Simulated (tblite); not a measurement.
Record of a relaxation.

C₅H₁₁AsB₂S.
Atom-mapped SMILES: `[BH2:1][AsH:2][B:3]([CH2:4][C:5]#[CH:6])[S:7][CH2:8][CH3:9]` (hydrogens: H10, H11 on B1; H12 on As2; H13, H14 on C4; H15 on C6; H16, H17 on C8; H18, H19, H20 on C9)

Computed with GFN2-xTB (tblite), gas phase: L-BFGS steps from a force-field or distance-geometry start until the largest atomic force falls under 0.01 eV/Å. 10 of its 203 geometries are shown.

Step 0: E = -659.4136 eV, largest atomic force 2.340 eV/Å
```
atom  x, y, z in Å  |  force x, y, z in eV/Å
B1     -3.501   -1.651   -0.640   -0.205   0.810   0.359
As2    -1.596   -1.817   -0.013    0.694  -2.226   0.196
B3     -0.495   -0.390   -1.000   -0.247   0.935   2.008
C4     -1.212    1.034   -1.127   -0.407  -0.020  -0.021
C5     -1.081    1.813    0.134   -0.068  -0.620  -0.974
C6     -0.996    2.448    1.146    0.130   0.335   0.635
S7      1.349   -0.619   -1.060   -0.149  -0.108  -0.667
C8      2.124   -0.121    0.529   -0.051   0.847   0.642
C9      3.623   -0.370    0.350   -0.376  -1.504   0.441
H10    -4.192   -2.563   -0.946    0.412   0.253   0.047
H11    -3.946   -0.556   -0.710   -0.250  -0.247  -0.102
H12    -1.543   -1.398    1.517   -0.254   0.572  -0.948
H13    -2.308    0.816   -1.302    0.875   0.611   0.109
H14    -0.823    1.625   -1.967   -0.154   0.166   0.215
H15    -0.900    3.025    2.051   -0.110  -0.525  -0.838
H16     1.913    0.958    0.717    0.017  -0.631  -0.221
H17     1.699   -0.709    1.371    0.182   0.201  -0.571
H18     3.998    0.123   -0.555   -0.003  -0.094   0.601
H19     4.187   -0.155    1.278   -0.306   0.326  -0.714
H20     3.696   -1.484    0.225    0.268   0.917  -0.195
```

Step 22: E = -660.4995 eV, largest atomic force 0.305 eV/Å
```
atom  x, y, z in Å  |  force x, y, z in eV/Å
B1     -3.301   -1.681   -0.557   -0.021   0.155  -0.021
As2    -1.453   -1.992    0.164    0.127   0.249   0.123
B3     -0.511   -0.382   -0.775   -0.009   0.034   0.088
C4     -1.232    0.986   -1.117   -0.110  -0.079  -0.203
C5     -1.095    1.762    0.099   -0.027  -0.015  -0.030
C6     -0.977    2.383    1.115    0.071  -0.007   0.054
S7      1.282   -0.339   -1.207   -0.110  -0.043  -0.140
C8      2.056   -0.154    0.449   -0.067   0.027   0.072
C9      3.544   -0.429    0.361   -0.087  -0.117   0.056
H10    -3.998   -2.484   -1.049    0.230  -0.098  -0.033
H11    -3.779   -0.625   -0.392   -0.106   0.025   0.032
H12    -1.799   -1.032    1.305    0.130  -0.054  -0.072
H13    -2.289    0.938   -1.377   -0.155  -0.077   0.016
H14    -0.722    1.533   -1.912    0.069   0.063  -0.113
H15    -0.864    2.958    1.981   -0.015   0.073   0.126
H16     1.873    0.883    0.738   -0.032  -0.035   0.013
H17     1.539   -0.819    1.144    0.052  -0.067   0.025
H18     3.982    0.129   -0.466   -0.028  -0.036   0.093
H19     4.025   -0.132    1.292    0.011  -0.014  -0.039
H20     3.713   -1.491    0.200    0.075   0.017  -0.049
```

Step 45: E = -660.9213 eV, largest atomic force 0.257 eV/Å
```
atom  x, y, z in Å  |  force x, y, z in eV/Å
B1     -2.956   -1.619   -0.391   -0.117   0.102  -0.024
As2    -1.260   -1.481    0.581    0.039   0.005   0.179
B3     -0.532   -0.143   -0.787    0.093   0.068  -0.056
C4     -1.412    1.071   -1.314   -0.012   0.069   0.119
C5     -1.224    1.849   -0.093    0.035   0.092   0.046
C6     -0.994    2.348    0.977    0.051  -0.063  -0.098
S7      1.208   -0.088   -1.234   -0.003   0.087   0.052
C8      1.955   -0.372    0.427   -0.145  -0.031  -0.027
C9      3.452   -0.569    0.375   -0.009  -0.027   0.048
H10    -2.986   -2.215   -1.405    0.021   0.033   0.059
H11    -3.955   -1.143   -0.004   -0.031  -0.075   0.001
H12    -1.635   -0.399    1.591   -0.110  -0.186  -0.140
H13    -2.484    0.904   -1.466    0.109  -0.038  -0.049
H14    -0.996    1.617   -2.168   -0.093  -0.037   0.082
H15    -0.793    2.803    1.905   -0.092   0.057  -0.157
H16     1.677    0.522    0.992    0.154  -0.026  -0.001
H17     1.460   -1.233    0.878   -0.020  -0.115   0.046
H18     3.911    0.152   -0.293    0.041   0.010  -0.083
H19     3.855   -0.417    1.371    0.101  -0.025   0.112
H20     3.703   -1.579    0.054   -0.012   0.102  -0.107
```

Step 67: E = -661.1034 eV, largest atomic force 0.179 eV/Å
```
atom  x, y, z in Å  |  force x, y, z in eV/Å
B1     -2.991   -1.650   -0.414   -0.036  -0.112   0.014
As2    -1.347   -1.415    0.646    0.010   0.002  -0.030
B3     -0.491   -0.006   -0.574   -0.043  -0.165   0.055
C4     -1.445    1.055   -1.274    0.018   0.096   0.011
C5     -1.384    2.022   -0.191    0.003   0.053  -0.031
C6     -1.151    2.714    0.761    0.009   0.012   0.023
S7      1.235    0.246   -0.855    0.092   0.000   0.022
C8      2.089   -0.510    0.597   -0.009  -0.019  -0.034
C9      3.569   -0.668    0.300   -0.065   0.122   0.019
H10    -2.947   -1.860   -1.569    0.080  -0.043  -0.003
H11    -4.048   -1.738    0.086    0.021   0.075   0.042
H12    -1.942   -0.437    1.621    0.014  -0.003   0.031
H13    -2.469    0.719   -1.450   -0.062   0.059   0.036
H14    -1.067    1.521   -2.184    0.041   0.039  -0.068
H15    -0.963    3.358    1.567   -0.117   0.051  -0.015
H16     1.935    0.192    1.423   -0.002  -0.083  -0.076
H17     1.599   -1.460    0.832    0.055   0.020  -0.018
H18     3.942    0.258   -0.132    0.062  -0.003   0.020
H19     4.118   -0.864    1.219   -0.023  -0.086  -0.043
H20     3.751   -1.469   -0.412   -0.048  -0.013   0.045
```

Step 90: E = -661.2477 eV, largest atomic force 0.136 eV/Å
```
atom  x, y, z in Å  |  force x, y, z in eV/Å
B1     -2.771   -1.826   -0.318   -0.020   0.081   0.037
As2    -1.242   -1.325    0.801    0.053   0.062   0.013
B3     -0.452    0.141   -0.390   -0.071  -0.008   0.010
C4     -1.371    1.223   -1.134   -0.012  -0.017   0.024
C5     -1.514    2.360   -0.242   -0.030  -0.026   0.017
C6     -1.616    3.272    0.527    0.025   0.040   0.087
S7      1.273    0.376   -0.641    0.076   0.005  -0.011
C8      2.103   -0.770    0.543   -0.032   0.008  -0.057
C9      3.579   -0.844    0.219    0.002  -0.028   0.018
H10    -2.600   -2.228   -1.411    0.005   0.002   0.069
H11    -3.859   -1.857    0.119   -0.009  -0.027  -0.062
H12    -1.940   -0.367    1.729   -0.096  -0.015  -0.038
H13    -2.374    0.853   -1.378    0.008  -0.031   0.004
H14    -0.909    1.584   -2.058   -0.002   0.015  -0.029
H15    -1.700    4.084    1.189   -0.014  -0.052  -0.071
H16     1.952   -0.351    1.538   -0.064  -0.034   0.036
H17     1.613   -1.744    0.474    0.050   0.002  -0.025
H18     4.009    0.148    0.317    0.121  -0.012  -0.060
H19     4.081   -1.518    0.910    0.006   0.005  -0.010
H20     3.733   -1.201   -0.798    0.005   0.030   0.048
```

Step 112: E = -661.3720 eV, largest atomic force 0.225 eV/Å
```
atom  x, y, z in Å  |  force x, y, z in eV/Å
B1     -2.200   -1.816    0.010   -0.002  -0.028  -0.088
As2    -1.198   -0.701    1.281    0.027   0.025  -0.091
B3     -0.397    0.362   -0.256   -0.009   0.068  -0.019
C4     -1.345    1.388   -1.039    0.081  -0.023  -0.016
C5     -1.738    2.497   -0.190   -0.003   0.057  -0.112
C6     -2.049    3.442    0.475    0.045   0.051   0.061
S7      1.295    0.322   -0.779   -0.139   0.026  -0.078
C8      1.992   -1.070    0.196    0.056   0.008  -0.013
C9      3.505   -1.087    0.199    0.036   0.020   0.001
H10    -1.620   -2.576   -0.683   -0.048   0.062   0.082
H11    -3.375   -1.785   -0.080    0.178  -0.017   0.048
H12    -2.290    0.294    1.557   -0.065  -0.017   0.003
H13    -2.253    0.871   -1.368   -0.076   0.006   0.007
H14    -0.870    1.796   -1.939    0.029   0.050   0.059
H15    -2.296    4.282    1.055   -0.031  -0.072   0.003
H16     1.609   -0.957    1.208   -0.062  -0.078   0.202
H17     1.585   -1.967   -0.263    0.007  -0.203   0.040
H18     3.889   -0.175    0.657    0.010  -0.103  -0.040
H19     3.858   -1.951    0.767   -0.032   0.148  -0.054
H20     3.892   -1.157   -0.815   -0.003   0.017   0.003
```

Step 135: E = -661.4568 eV, largest atomic force 0.135 eV/Å
```
atom  x, y, z in Å  |  force x, y, z in eV/Å
B1     -1.892   -1.773    0.158    0.019  -0.032   0.008
As2    -1.187   -0.413    1.381   -0.041  -0.010  -0.036
B3     -0.446    0.418   -0.296   -0.042  -0.032   0.050
C4     -1.309    1.500   -1.097    0.021   0.026  -0.009
C5     -1.756    2.569   -0.225   -0.002   0.100   0.090
C6     -2.093    3.434    0.533    0.027  -0.024   0.003
S7      1.154    0.047   -0.958   -0.028  -0.005  -0.026
C8      1.866   -1.245    0.147    0.038  -0.006   0.008
C9      3.376   -1.119    0.173    0.057  -0.001   0.003
H10    -1.171   -2.549   -0.351    0.000  -0.003   0.019
H11    -3.036   -1.858   -0.079   -0.004  -0.017  -0.001
H12    -2.431    0.431    1.453    0.012   0.001   0.024
H13    -2.203    1.021   -1.518    0.007  -0.018  -0.011
H14    -0.755    1.937   -1.934    0.013   0.035  -0.015
H15    -2.392    4.204    1.184    0.004  -0.056  -0.082
H16     1.440   -1.113    1.147    0.013   0.014  -0.014
H17     1.565   -2.215   -0.250   -0.025   0.025  -0.022
H18     3.672   -0.170    0.616   -0.005  -0.036  -0.011
H19     3.815   -1.931    0.750   -0.042   0.030   0.036
H20     3.777   -1.165   -0.837   -0.023   0.010  -0.015
```

Step 157: E = -661.4668 eV, largest atomic force 0.047 eV/Å
```
atom  x, y, z in Å  |  force x, y, z in eV/Å
B1     -1.863   -1.851    0.207    0.032  -0.004  -0.003
As2    -1.223   -0.414    1.371   -0.009   0.021  -0.003
B3     -0.455    0.433   -0.279   -0.028   0.024  -0.006
C4     -1.261    1.566   -1.073   -0.002   0.009  -0.009
C5     -1.739    2.623   -0.203   -0.008  -0.034  -0.031
C6     -2.126    3.498    0.517   -0.003   0.006   0.041
S7      1.130    0.038   -0.961    0.034   0.007  -0.016
C8      1.847   -1.266    0.126   -0.007   0.006  -0.021
C9      3.357   -1.135    0.148   -0.017  -0.001   0.008
H10    -1.096   -2.620   -0.240   -0.011  -0.011  -0.006
H11    -2.997   -2.004   -0.041   -0.024  -0.014   0.010
H12    -2.483    0.406    1.416   -0.005   0.000   0.001
H13    -2.137    1.116   -1.561    0.019   0.004   0.010
H14    -0.657    2.025   -1.864    0.005  -0.023   0.002
H15    -2.469    4.270    1.137   -0.002   0.017   0.010
H16     1.424   -1.146    1.128    0.006   0.007  -0.018
H17     1.544   -2.227   -0.289    0.001  -0.009   0.015
H18     3.645   -0.172    0.561    0.022   0.022   0.017
H19     3.794   -1.923    0.757   -0.003  -0.019   0.029
H20     3.759   -1.209   -0.859    0.000  -0.007  -0.031
```

Step 180: E = -661.4726 eV, largest atomic force 0.021 eV/Å
```
atom  x, y, z in Å  |  force x, y, z in eV/Å
B1     -1.886   -1.927    0.227   -0.015  -0.003  -0.014
As2    -1.248   -0.418    1.291    0.007   0.010  -0.001
B3     -0.456    0.452   -0.333    0.004  -0.004   0.004
C4     -1.247    1.605   -1.109   -0.008   0.000   0.007
C5     -1.717    2.637   -0.204    0.010   0.006  -0.006
C6     -2.080    3.482    0.563   -0.007  -0.009   0.006
S7      1.145    0.063   -0.989   -0.004   0.007   0.003
C8      1.842   -1.222    0.133    0.001  -0.003   0.008
C9      3.354   -1.129    0.152    0.008   0.014  -0.007
H10    -1.121   -2.665   -0.274   -0.001   0.003   0.014
H11    -3.027   -2.172    0.119    0.013  -0.004   0.001
H12    -2.523    0.377    1.338    0.007  -0.008  -0.009
H13    -2.126    1.180   -1.612    0.005  -0.007  -0.005
H14    -0.634    2.078   -1.883    0.000  -0.001  -0.007
H15    -2.414    4.235    1.212    0.003   0.006   0.003
H16     1.429   -1.054    1.132   -0.013  -0.004  -0.004
H17     1.516   -2.193   -0.242   -0.010   0.014   0.009
H18     3.668   -0.143    0.488    0.002  -0.009   0.009
H19     3.763   -1.877    0.830    0.002   0.001  -0.015
H20     3.758   -1.296   -0.843   -0.002  -0.009   0.003
```

Step 202: E = -661.4739 eV, largest atomic force 0.009 eV/Å
```
atom  x, y, z in Å  |  force x, y, z in eV/Å
B1     -1.867   -1.952    0.248    0.008  -0.004   0.003
As2    -1.260   -0.403    1.270    0.001  -0.001  -0.003
B3     -0.452    0.472   -0.341   -0.004  -0.005  -0.001
C4     -1.244    1.623   -1.121   -0.001   0.000  -0.002
C5     -1.715    2.651   -0.212   -0.005   0.003   0.002
C6     -2.084    3.481    0.568   -0.002   0.001   0.001
S7      1.162    0.106   -0.972   -0.004  -0.005   0.002
C8      1.834   -1.203    0.137   -0.001   0.004  -0.001
C9      3.348   -1.146    0.149    0.002  -0.003   0.003
H10    -1.088   -2.692   -0.225    0.005   0.002  -0.003
H11    -3.002   -2.226    0.154   -0.007   0.001  -0.003
H12    -2.546    0.372    1.287   -0.005   0.003   0.001
H13    -2.122    1.197   -1.625    0.002  -0.001   0.002
H14    -0.631    2.097   -1.895   -0.001   0.004   0.005
H15    -2.419    4.227    1.225    0.005   0.000  -0.005
H16     1.427   -1.035    1.139    0.001   0.006  -0.004
H17     1.482   -2.161   -0.246   -0.003  -0.001   0.005
H18     3.688   -0.177    0.507    0.005  -0.002   0.000
H19     3.743   -1.921    0.803    0.004  -0.002  -0.003
H20     3.741   -1.299   -0.854   -0.001   0.002   0.001
```

**Question.** Summarise the path.

**Answer.** The energy falls by 47.51 kcal/mol from step 0 to step 202; nine tenths of that is first reached at step 96. It rises by more than 0.2 meV at step 109. The largest force goes from 2.340 to 0.009 eV/Å. Among the bonds B3–S7 changes most, from 1.859 to 1.771 Å; the atoms move by 1.639 Å rms after alignment.

What follows is the cost of the whole relaxation. Time: 1.8 s wall. Hardware: one thread, Arm Neoverse V2 (aarch64) (shared host).
